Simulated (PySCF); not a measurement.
Gas-phase reaction: 3 GeCl₂ + GeH₃ ⇌ 3 GeHCl + GeCl₃

Energies from PySCF, thermal terms from the rigid-rotor harmonic-oscillator model, ideal gas at 1 bar. † marks an energy on the PBE0/def2-TZVP geometry and frequencies; other levels use their own. MP2 freezes the core. 6-31G* has spherical d functions here. Open shells (unrestricted): GeH₃ (multiplicity 2), GeCl₃ (multiplicity 2); the rest are closed-shell singlets. Ge: all electrons, no relativistic terms. GeH₃, GeHCl, GeCl₃: computed as isolated molecules; such fragments, hydroxides, amides, oligomers or adducts are transient or little studied in the gas. MP2 isn't extrapolated to the basis-set limit; its ΔH°(298 K) is 185.4 kJ in def2-SVP and 190.7 kJ in def2-TZVPP. The harmonic model lacks anharmonicity and excited electronic states, which grow with temperature; levels with a mode under 35 cm⁻¹ are left out.

| level | ΔE electronic, kJ | ΔH°(298 K), kJ | ΔS°(298 K), J/K | ΔG°(1200 K), kJ |
|---|---|---|---|---|
| HF/6-31G* | 164 | 160 | 12 | 144 |
| HF/def2-TZVP† | 167 | 162 | 13 | 145 |
| MP2/def2-TZVPP† | 196 | 191 | 13 | 173 |
| PBE0/def2-SVP† | 195 | 190 | 13 | 172 |
| PBE0/def2-TZVP | 190 | 185 | 13 | 168 |
| ωB97M-V/def2-TZVP† | 186 | 180 | 13 | 163 |
ΔH° is lowest at HF/6-31G* and highest at MP2/def2-TZVPP†. No reference value is set beside these.
